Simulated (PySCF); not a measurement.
**S²⁺ (sulfur, charge +2) across methods**

[Ne] 3s1 3p2 4s1, high-spin 5P determinant (an excited configuration). Computed with PySCF 2.14 in aug-cc-pV(T+d)Z with one added diffuse shell each of s, p, d, f type (7s6p5d3f, 71 functions), with no relativity, point nucleus.

```tsv
method	E (hartree)	mean ε 3s α (eV)	mean ε 3p α (eV)	mean ε 4s α (eV)	Σ⟨r²⟩ (bohr²)	⟨S²⟩
PBE0	-395.7758	-48.983	-36.450	-15.167	27.11	6.000
r2SCAN	-395.8915	-47.498	-35.343	-14.571	27.38	6.000
HSE06	-395.7945	-48.550	-36.020	-14.845	27.06	6.000
PBE	-395.7402	-46.498	-34.714	-14.603	26.94	6.000
LDA	-394.5187	-46.389	-34.609	-14.768	26.81	6.000
wB97M-V	-395.9024	-51.156	-38.394	-16.853	26.94	6.000
BLYP	-395.9147	-46.154	-34.375	-14.398	26.95	6.000
UHF	-395.42845	-55.853	-41.117	-16.525	27.81	6.000
```

The outer electron is Rydberg-like, and this basis confines it to a smaller radius and binds it less than a complete one would.
